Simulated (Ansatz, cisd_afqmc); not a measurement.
System: BNH, charge -1, singlet. BNH- (SMILES B=[N-]).
B3LYP-D3(BJ)/def2-TZVP minimum from Ansatz (a first-principles code):
```xyz
3

B      0.0000     0.0000    -0.5880
N      0.0000     0.0000     0.6732
H      0.0000     0.0000    -1.7723
```
Charge -1, spin multiplicity 1.

Total energies in aug-cc-pVDZ, 10 correlated electrons, 2 frozen orbitals. Open shells are spin-unrestricted; no spin-orbit coupling. Correlated methods leave the cores frozen. No relativity. The Monte Carlo rows (phaseless AFQMC, CISD trial, step 0.005/hartree) carry one-sigma bars that omit the constraint's bias. Outlying blocks are dropped, and bars are widened where a walk drifts. Over all cases where full CI ran beside it in this data, AFQMC minus full CI had a median of +0.1 mEh and passed +0.4 mEh in a tenth of the cases.

```
method         program        energy (Eh)  minus CCSDTQ (mEh)
----------  ----------  -----------------  ------------------
HF              Ansatz          -79.68806              302.77
MP2             Ansatz          -79.96870               22.13
CCSD            Ansatz          -79.97474               16.09
CCSD(T)         Ansatz          -79.98918                1.66
CCSDT(Q)        Ansatz          -79.99111               -0.27
CCSDTQ          Ansatz          -79.99083                0.00
AFQMC/CISD  cisd_afqmc  -79.9903 ± 0.0004           0.5 ± 0.4
```

Rough core times of Ansatz's runs on a shared machine: CCSD(T) under 20 s, CCSDT(Q) 30 s, CCSDTQ 20 min.
